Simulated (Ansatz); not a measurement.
Basis-set series for `N#CBF`. The species carries charge 0 and has multiplicity 1. The structure was optimised at the PBE0-D4/def2-TZVP level.

```csv
functional,basis,functions,energy (Eh),HOMO (eV),LUMO (eV)
PBE0-D4,def2-TZVPP,138,-218.02906,-10.36,-2.77
PBE0-D4,def2-QZVPP,258,-218.04061,-10.37,-2.80
ωB97M-V,def2-TZVPP,138,-218.21442,-12.69,-0.61
ωB97M-V,def2-QZVPP,258,-218.22504,-12.71,-0.66
```

Give the rows for def2-SVP. (Best estimate.)

Computed: 
```
functional     basis  functions  energy (Eh)  HOMO (eV)  LUMO (eV)
   PBE0-D4  def2-SVP         61   -217.77328     -10.28      -2.63
   ωB97M-V  def2-SVP         61   -217.95128     -12.58      -0.40
```
